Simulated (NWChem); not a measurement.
Molecule: Al₂, triplet; SMILES [Al][Al]

Computed with NWChem. Pople sets run with spherical d functions. Spin-unrestricted. Medium grid unless said otherwise, to which SCAN and Minnesota functionals are sensitive. Coordinates come from a PBE0/def2-SVP, spin-unrestricted optimisation. No stability test was run on the SCF state. Total energies of different functionals are on different scales.

| level | energy (Ha) | highest occupied level (eV) | lowest empty minus highest occupied level, either spin (eV) | <S²> |
|---|---|---|---|---|
| B3LYP/6-31G* | -484.7767 | -4.52 | 1.32 | 2.01 |
| PBE/6-31G* | -484.4725 | -4.13 | 0.34 | 2.01 |
| CAM-B3LYP/6-31G* | -484.7291 | -5.64 | 3.55 | 2.01 |
| OLYP/6-31G* | -484.7413 | -3.89 | 0.29 | 2.01 |
| LC-wPBE (HJS exchange hole, range parameter 0.4 per bohr)/6-31G* | -484.4956 | -6.93 | 5.57 | 2.01 |
| BP86/6-31G* | -484.7819 | -4.18 | 0.31 | 2.01 |
| r2SCAN0/6-31G* | -484.6716 | -5.05 | 1.96 | 2.01 |
